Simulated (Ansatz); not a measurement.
Geometry optimisation, Ansatz, UHF/6-31G*.

input.yaml

```yaml
crystal:
  periodic: [false, false, false]
  atoms:
    - { symbol: B, position_ang: [-0.04943, 0.083335, -0.32434] }
    - { symbol: Cl, position_ang: [0.023614, -0.079481, 2.729479] }
    - { symbol: H, position_ang: [0.969362, 0.308361, -0.89455] }
    - { symbol: "N", position_ang: [-1.295887, -0.005598, -0.90147] }
    - { symbol: H, position_ang: [-2.124112, -0.189489, -0.377943] }
    - { symbol: H, position_ang: [-1.456209, 0.10275, -1.881927] }
    - { symbol: Cl, position_ang: [0.018261, -0.219878, 4.760753] }
magnetization:
  spin_polarized: true
  initial_magnetization: 1
basis:
  gaussian: { orbitals: "6-31G*" }
hamiltonian:
  xc: hf
relax:
  f_tol: 0.03
  max_steps: 50
```

Command:

```bash
$ ansatz run input.yaml --threads 1 --pin off --max-ram 2048MiB --backend cpu --events-out ev --progress --plain --runs-dir out
```

Problem. Where does it end, and by what steps?

Solution. The forces met the threshold. The force dipped under the threshold on the way, but the program's further checks kept it going. After 28 steps the energy has fallen by 3.691 eV; Cl2 moved furthest, 1.65 Å. Parted: Cl2–Cl7 (2.04 → 3.77 Å). Joined: B1–Cl2 (3.06 → 1.79 Å).

```tsv
step	energy less start (eV)	largest force component (eV/Å)	accepted
0	0.0000	0.220	yes
1	-0.0094	0.634	yes
2	-0.0570	2.601	yes
3	-0.3952	6.002	yes
4	-1.3753	7.206	yes
5	-2.0989	5.342	yes
6	-2.8680	3.058	yes
7	-3.3030	1.839	yes
8	-3.5011	0.741	yes
9	-3.5826	0.522	yes
10	-3.6455	0.206	yes
11	-3.6669	0.064	yes
12	-3.6762	0.034	yes
13	-3.6802	0.028	yes
14	-3.6816	0.063	yes
15	-3.6817	0.122	yes
16	-3.6827	0.050	yes
17	-3.6834	0.021	yes
18	-3.6847	0.078	yes
19	-3.6859	0.207	yes
20	-3.6861	0.220	yes
21	-3.6867	0.166	yes
22	-3.6873	0.130	yes
23	-3.6879	0.070	yes
24	-3.6889	0.120	yes
25	-3.6894	0.076	yes
26	-3.6901	0.035	yes
27	-3.6905	0.027	yes
28	-3.6908	0.023	yes
```

```xyz
7
Properties=species:S:1:pos:R:3
B -0.450 0.077 0.233
Cl -1.320 0.134 1.795
H 0.731 0.122 0.248
N -1.167 -0.015 -0.945
H -2.162 -0.052 -0.985
H -0.718 -0.050 -1.834
Cl 1.172 -0.217 4.598
```

Whether the end is a true minimum wasn't checked by a vibrational analysis.

The run took 81 s on 1 thread of Arm Neoverse V1 (shared host), peak memory 0.17 GiB.
